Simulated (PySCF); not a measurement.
C3H10Si, SMILES CCC[SiH3].

Geometry: B3LYP-D3(BJ)/def2-SVP. The values are those of a single conformer.

Level of theory: B3LYP-D3(BJ)/def2-SVP in PySCF.

Frequencies are harmonic and unscaled.

Problem. Estimate the vibrational spectrum. (The exact figures need the calculation; the answer reports its results.)

Solution. 
| mode | ν (cm⁻¹) | IR (km/mol) | moving atoms (share of kinetic energy) |
|---|---|---|---|
| 1 | 97 | 0.2 | H 47 %, C 47 % |
| 2 | 144 | 0.1 | H 86 %, C 13 % |
| 3 | 184 | 0.3 | C 52 %, H 35 %, Si 13 % |
| 4 | 259 | 0.0 | H 92 %, C 8 % |
| 5 | 342 | 1.3 | C 49 %, H 28 %, Si 23 % |
| 6 | 518 | 8.3 | H 95 % |
| 7 | 595 | 19.5 | H 69 %, Si 17 %, C 14 % |
| 8 | 736 | 22.0 | H 88 %, C 10 % |
| 9 | 747 | 20.1 | C 46 %, H 38 %, Si 16 % |
| 10 | 840 | 15.5 | H 77 %, C 19 % |
| 11 | 907 | 1.0 | H 50 %, C 49 % |
| 12 | 937 | 254.6 | H 90 %, Si 10 % |
| 13 | 954 | 43.2 | H 97 % |
| 14 | 958 | 49.7 | H 97 % |
| 15 | 1024 | 16.5 | H 86 %, C 13 % |
| 16 | 1051 | 0.5 | C 62 %, H 37 % |
| 17 | 1093 | 13.7 | C 55 %, H 45 % |
| 18 | 1221 | 1.9 | H 66 %, C 34 % |
| 19 | 1231 | 1.2 | H 69 %, C 31 % |
| 20 | 1319 | 0.0 | H 92 %, C 8 % |
| 21 | 1363 | 9.2 | H 69 %, C 31 % |
| 22 | 1399 | 2.2 | H 76 %, C 24 % |
| 23 | 1434 | 2.2 | H 91 %, C 9 % |
| 24 | 1466 | 0.6 | H 95 % |
| 25 | 1470 | 7.0 | H 97 % |
| 26 | 1480 | 3.1 | H 92 % |
| 27 | 2210 | 129.8 | H 96 % |
| 28 | 2210 | 79.9 | H 98 % |
| 29 | 2215 | 133.1 | H 96 % |
| 30 | 3013 | 0.9 | H 95 % |
| 31 | 3021 | 17.3 | H 96 % |
| 32 | 3022 | 47.0 | H 96 % |
| 33 | 3048 | 1.5 | H 91 %, C 9 % |
| 34 | 3069 | 18.7 | H 91 %, C 9 % |
| 35 | 3101 | 41.9 | H 91 %, C 9 % |
| 36 | 3105 | 31.3 | H 91 %, C 9 % |
